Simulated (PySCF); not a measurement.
H2BCl2N, SMILES B(N)(Cl)Cl, B3LYP/def2-SVP optimised geometry.

```
6

B     -0.52     0.00     0.00
Cl    -1.41    -1.54     0.00
Cl    -1.41     1.54     0.00
N      0.87     0.00     0.00
H      1.41     0.85     0.00
H      1.41    -0.85     0.00
```

Density from B3LYP/def2-TZVP (PySCF) at that geometry.

Minimum of the electron density along straight lines between bonded atoms, close to the bond critical point (lines longer than 1.1 times the sum of covalent radii, or with two minima, are not listed):

```json
[
 {"bond": "B1–Cl2", "length / Å": "1.776", "ρ at the minimum / e bohr⁻³": "0.147", "∇²ρ there / e bohr⁻⁵": "-0.08", "position (fraction from the first atom)": "0.30"},
 {"bond": "B1–Cl3", "length / Å": "1.776", "ρ at the minimum / e bohr⁻³": "0.147", "∇²ρ there / e bohr⁻⁵": "-0.08", "position (fraction from the first atom)": "0.30"},
 {"bond": "B1–N4", "length / Å": "1.390", "ρ at the minimum / e bohr⁻³": "0.223", "∇²ρ there / e bohr⁻⁵": "0.55", "position (fraction from the first atom)": "0.33"},
 {"bond": "N4–H5", "length / Å": "1.013", "ρ at the minimum / e bohr⁻³": "0.336", "∇²ρ there / e bohr⁻⁵": "-1.70", "position (fraction from the first atom)": "0.74"},
 {"bond": "N4–H6", "length / Å": "1.013", "ρ at the minimum / e bohr⁻³": "0.336", "∇²ρ there / e bohr⁻⁵": "-1.70", "position (fraction from the first atom)": "0.74"}
]
```
